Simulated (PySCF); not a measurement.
# Potential energy of KC along the bond

Set-up: K def2-TZVPP, C def2-TZVPP; no relativity (PySCF 2.14). Energies in eV from K + C in their ground configurations at the same level. State: ⁴Σ⁻ (quartet), unpaired electrons σ ↑, π ↑↑.

| R (Å) | UHF-CCSD | PBE |
| --- | --- | --- |
| 2.192 |  | -1.845 |
| 2.294 | -1.668 | -2.066 |
| 2.396 | -1.817 | -2.192 |
| 2.473 | -1.875 | -2.240 |
| 2.549 | -1.898 | -2.258 |
| 2.626 | -1.893 | -2.251 |
| 2.727 | -1.854 | -2.216 |
| 2.855 | -1.768 | -2.142 |
| 3.008 | -1.634 | -2.028 |
| 3.212 |  | -1.860 |

**Question.** Put a parabola through the three lowest points of the UHF-CCSD curve and estimate Re, k and ωe (reduced mass 9.174 u; 1 eV/Å² = 0.16022 mdyn/Å; ωe = 1302.8·√(k/μ) cm⁻¹).

**Answer.** Through R = 2.473, 2.549, 2.626 Å the second-order coefficient is 2.40 eV/Å², so Re ≈ 2.574 Å, k ≈ 0.770 mdyn/Å and ωe ≈ 377 cm⁻¹. A polynomial fit of higher order to the unrounded UHF-CCSD energies gives Re = 2.571 Å, k = 0.704 mdyn/Å, ωe = 361 cm⁻¹; anharmonicity and rounding make the difference.

The higher-order fit for each curve: UHF-CCSD: Re = 2.571 Å, ωe = 361 cm⁻¹, De = 1.90 eV; PBE: Re = 2.564 Å, ωe = 336 cm⁻¹, De = 2.26 eV.

Correlated steps freeze 6 core orbitals. The state was picked by a PBE0 search and need not be the measured ground state.
